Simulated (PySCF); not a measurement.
Precursor series Y Cl-NH2. All species are isolated molecules in the gas phase. One relaxed conformer stands for each flexible species; it need not be the lowest.

The HOMO–LUMO gap from two functionals at the same geometries (PBE-D3(BJ)/def2-SVP), both in PySCF: PBE-D3(BJ)/def2-TZVP and B3LYP-D3(BJ)/def2-TZVP. B3LYP has the VWN-RPA correlation part, as in Gaussian. 

| species | B3LYP-D3(BJ)/def2-TZVP (eV) |
|---|---|
| 0 of 3 Cl replaced by NH2 | 5.55 |
| 1 of 3 Cl replaced by NH2 | 4.81 |
| 2 of 3 Cl replaced by NH2 ([Y(Cl)(NH2)2]) | 4.75 |
| 3 of 3 Cl replaced by NH2 ([Y(NH2)3]) | 4.61 |

Question: What does PBE-D3(BJ)/def2-TZVP give for each?

Answer: 
- 0 of 3 Cl replaced by NH2: 4.05
- 1 of 3 Cl replaced by NH2: 3.31
- 2 of 3 Cl replaced by NH2 ([Y(Cl)(NH2)2]): 3.26
- 3 of 3 Cl replaced by NH2 ([Y(NH2)3]): 3.13
Over these rows, drawn at random from the members with no instability flagged (it was tested for open shells, ions and some series alone), PBE minus B3LYP-D3(BJ): mean -1.49 eV, from -1.50 eV to -1.48 eV.
